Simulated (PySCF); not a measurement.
**Dy(BH4)3(NH3): from a saddle point downhill**

PySCF 2.14.0, RKS PBE0, Dy lcecp-1-SVP with ECP55, B def2-SVP, H def2-SVP, N def2-SVP; non-relativistic Hamiltonian with scalar-relativistic core potentials where named; density fitting; no spin-orbit coupling. Relaxed within the symmetry of its start, the geometry (Cs) is

```xyz
20

Dy    0.0818   -0.0818    0.0647
B     1.2291    1.7811    1.2054
H     1.8142    2.6641    1.7823
H     1.5945    0.6360    1.5817
H     1.4156    1.7955   -0.0329
H    -0.0075    1.8150    1.3839
B    -1.7811   -1.2291    1.2054
H    -2.6641   -1.8142    1.7823
H    -1.8150    0.0075    1.3839
H    -1.7955   -1.4156   -0.0329
H    -0.6360   -1.5945    1.5817
B     1.3145   -1.3145   -1.6729
H     1.9078   -1.9078   -2.5395
H     0.6495   -2.0686   -0.9296
H     0.4862   -0.4862   -2.1345
H     2.0686   -0.6495   -0.9296
N    -1.4172    1.4172   -1.2379
H    -1.9866    1.9866   -0.6087
H    -0.9099    2.0689   -1.8394
H    -2.0689    0.9099   -1.8394
```

and its lowest harmonic modes are -82, 40, 100, 104, 108, 124 cm⁻¹ (negative: unstable). It was moved along the lowest mode and relaxed again.

(1) Where does it end, and how much lower?

(2) How do the contacts change?

No frequency check is given for the end.

An lcecp potential fixes the number of 4f electrons, so in runs with it no electron can move into or out of that shell.

State: singlet in the valence, with the 4f electrons in the core potential.

Results:

(1) In C1, 0.001 eV lower, after 5 steps:
```xyz
20

Dy    0.0821   -0.0797    0.0668
B     1.2246    1.7766    1.2235
H     1.8102    2.6576    1.8033
H     1.6367    0.6323    1.5471
H     1.3601    1.8346   -0.0203
H    -0.0040    1.7716    1.4533
B    -1.7847   -1.2333    1.1900
H    -2.6683   -1.8221    1.7624
H    -1.8534    0.0074    1.3272
H    -1.7594   -1.4598   -0.0411
H    -0.6428   -1.5557    1.6108
B     1.3007   -1.3202   -1.6746
H     1.8812   -1.9308   -2.5379
H     0.8304   -2.0614   -0.7817
H     0.3143   -0.6741   -2.1145
H     2.0232   -0.4816   -1.0963
N    -1.4059    1.4205   -1.2421
H    -1.8890    2.0731   -0.6210
H    -0.9097    1.9890   -1.9311
H    -2.1317    0.9108   -1.7498
```

(2) 
```csv
contact,saddle (Å),end (Å)
Dy1–H4 (BH4),2.259,2.262
Dy1–H11 (BH4),2.259,2.256
Dy1–H15 (BH4),2.272,2.273
Dy1–N17 (NH3),2.488,2.486
```
